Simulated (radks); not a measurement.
Species: In. Configuration: [Kr] 4d10 5s2 5p1. Calculated with a radial shooting solver on a logarithmic mesh with Libxc functionals: Dirac Kohn-Sham, BLYP, spin-unpolarised, spherical densities, finite nucleus; open shells are shared between the two j in proportion to 2j + 1; Fermi nuclear charge, rms radius 4.6156 fm.

Normalised radial functions P(r) = r R(r) (large component), r in bohr:

r           5p1/2
0.001393   0.0007
0.001873   0.0011
0.002538   0.0017
0.003413   0.0026
0.004625   0.0041
0.006268   0.0065
0.008428   0.0102
0.01142    0.0162
0.01536    0.0250
0.02081    0.0379
0.02798    0.0545
0.03792    0.0739
0.05139    0.0901
0.0691     0.0922
0.09365    0.0660
0.1259     0.0045
0.1706    -0.0810
0.2313    -0.1387
0.3109    -0.1064
0.4214     0.0315
0.5665     0.1835
0.7678     0.2153
1.041      0.0550
1.399     -0.2064
1.896     -0.4440
2.549     -0.5543
3.455     -0.5223
4.645     -0.3897
6.295     -0.2228
8.532     -0.0930
11.47     -0.0273

5p1/2: eigenvalue -2.670 eV, 3 radial nodes at r = 0.128, 0.398, 1.11 bohr, <r> = 3.63 bohr, 90 % of the charge inside 5.71 bohr.
